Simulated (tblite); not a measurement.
Species: C₆H₁₅BO₂.
Atom-mapped SMILES: `[BH3-:1][O+:2]1[CH2:3][C@@H:4]([CH3:5])[C@H:6]([O:7][CH3:8])[CH2:9]1` (hydrogens: H10, H11, H12 on B1; H13, H14 on C3; H15 on C4; H16, H17, H18 on C5; H19 on C6; H20, H21, H22 on C8; H23, H24 on C9)

Computed with GFN2-xTB (tblite), gas phase: L-BFGS steps from a force-field or distance-geometry start until the largest atomic force falls under 0.01 eV/Å.

Step 100: E = -812.6044 eV
```
atom  x, y, z in Å  |  force x, y, z in eV/Å
B1     -3.0899    0.8212   -0.3332   -0.014   0.011   0.016
O2     -1.5736    0.2771   -0.6438    0.033  -0.007  -0.008
C3     -1.2756   -0.9870   -0.0407    0.009   0.028   0.006
C4      0.2253   -0.9916    0.2873    0.017   0.013   0.002
C5      0.9794   -2.1829   -0.2845    0.012  -0.034   0.002
C6      0.7278    0.3560   -0.2720    0.000   0.030  -0.012
O7      1.7227    0.9199    0.5514    0.008  -0.012  -0.053
C8      2.9254    1.2493   -0.1025   -0.014   0.001   0.009
C9     -0.5569    1.1963   -0.2888    0.011   0.000  -0.008
H10    -3.1470    1.8563   -0.9088   -0.008  -0.007  -0.022
H11    -3.1684    0.9313    0.8532   -0.001  -0.001  -0.007
H12    -3.7925   -0.0224   -0.7826    0.014  -0.004  -0.003
H13    -1.5475   -1.7566   -0.7699    0.005   0.026   0.039
H14    -1.8891   -1.1116    0.8557    0.002  -0.024   0.001
H15     0.3796   -0.9592    1.3690   -0.029  -0.009   0.010
H16     0.8799   -2.2211   -1.3675   -0.024  -0.023   0.004
H17     2.0354   -2.1104   -0.0353    0.005   0.018  -0.001
H18     0.5981   -3.1081    0.1386   -0.030  -0.038  -0.023
H19     1.1034    0.2222   -1.2952   -0.008   0.004   0.022
H20     3.5678    1.6829    0.6623    0.000  -0.002  -0.050
H21     2.7596    1.9820   -0.9025    0.039  -0.038   0.054
H22     3.4091    0.3571   -0.5223   -0.018   0.081   0.014
H23    -0.5551    1.9936   -1.0329   -0.011   0.008   0.026
H24    -0.7296    1.6254    0.7061    0.000  -0.021  -0.018
```

Step 101: E = -812.6054 eV
```
atom  x, y, z in Å  |  force x, y, z in eV/Å
B1     -3.0878    0.8188   -0.3445   -0.006   0.025   0.005
O2     -1.5680    0.2771   -0.6385    0.017   0.010  -0.002
C3     -1.2755   -0.9852   -0.0299    0.016   0.039   0.007
C4      0.2269   -0.9952    0.2920    0.028   0.017  -0.003
C5      0.9749   -2.1859   -0.2890    0.018  -0.033   0.006
C6      0.7299    0.3539   -0.2640    0.013   0.036  -0.008
O7      1.7285    0.9143    0.5564    0.015   0.001  -0.030
C8      2.9233    1.2549   -0.1067   -0.017  -0.007   0.009
C9     -0.5533    1.1968   -0.2787    0.010  -0.009  -0.012
H10    -3.1395    1.8532   -0.9219   -0.009  -0.001  -0.022
H11    -3.1817    0.9307    0.8405    0.002  -0.007  -0.006
H12    -3.7824   -0.0257   -0.8035    0.003  -0.012   0.001
H13    -1.5565   -1.7557   -0.7543    0.013   0.020   0.043
H14    -1.8849   -1.1014    0.8704   -0.005  -0.023   0.002
H15     0.3861   -0.9688    1.3734   -0.030  -0.006   0.004
H16     0.8736   -2.2169   -1.3720   -0.037  -0.030   0.008
H17     2.0321   -2.1208   -0.0434    0.012   0.031   0.008
H18     0.5914   -3.1111    0.1318   -0.035  -0.043  -0.036
H19     1.1053    0.2227   -1.2874   -0.023  -0.007   0.005
H20     3.5708    1.6903    0.6533   -0.011  -0.006  -0.059
H21     2.7453    1.9869   -0.9047    0.041  -0.028   0.065
H22     3.4066    0.3662   -0.5335    0.000   0.075   0.014
H23    -0.5495    1.9958   -1.0217   -0.015  -0.003   0.036
H24    -0.7273    1.6249    0.7170    0.000  -0.036  -0.034
```

Task: Estimate the geometry and energy of step 102. (The exact step hangs on the optimiser's Hessian estimate; all steps are aligned on step 101, rigid shifts and turns removed.)

Result: E = -812.6065 eV, largest force 0.067 eV/Å
```
atom  x, y, z in Å  |  force x, y, z in eV/Å
B1     -3.0860    0.8167   -0.3572    0.001   0.030  -0.010
O2     -1.5616    0.2770   -0.6322   -0.010   0.023   0.006
C3     -1.2749   -0.9826   -0.0167    0.020   0.038   0.010
C4      0.2292   -0.9989    0.2973    0.028   0.013  -0.005
C5      0.9698   -2.1898   -0.2941    0.012  -0.018   0.009
C6      0.7325    0.3519   -0.2554    0.023   0.024  -0.002
O7      1.7353    0.9079    0.5616    0.017   0.018   0.006
C8      2.9208    1.2612   -0.1109   -0.014  -0.012   0.008
C9     -0.5492    1.1973   -0.2680    0.006  -0.018  -0.013
H10    -3.1302    1.8509   -0.9361   -0.012  -0.003  -0.016
H11    -3.1979    0.9283    0.8263    0.007  -0.012  -0.014
H12    -3.7710   -0.0290   -0.8289   -0.001  -0.009   0.012
H13    -1.5666   -1.7548   -0.7347    0.021   0.012   0.041
H14    -1.8795   -1.0906    0.8882   -0.006  -0.012  -0.002
H15     0.3937   -0.9795    1.3782   -0.027  -0.003  -0.004
H16     0.8652   -2.2132   -1.3771   -0.045  -0.033   0.008
H17     2.0281   -2.1318   -0.0528    0.020   0.034   0.015
H18     0.5831   -3.1154    0.1231   -0.034  -0.040  -0.042
H19     1.1073    0.2232   -1.2787   -0.035  -0.019  -0.021
H20     3.5740    1.6987    0.6425   -0.015  -0.002  -0.047
H21     2.7302    1.9922   -0.9058    0.031   0.001   0.057
H22     3.4046    0.3781   -0.5460    0.026   0.042   0.005
H23    -0.5437    1.9978   -1.0096   -0.017  -0.009   0.037
H24    -0.7248    1.6241    0.7282    0.002  -0.046  -0.038
```

The energy changes by -0.0011 eV. The first-order estimate −F·Δx gives -0.0015 eV and the mean of the old and new forces, exact on a quadratic surface, -0.0011 eV. The step makes an angle of 84° with the force vector and moves no atom by more than 0.028 Å.

The cost below is that of the whole relaxation. On one thread, Arm Neoverse V2 (aarch64), shared host, this took 1.5 s.
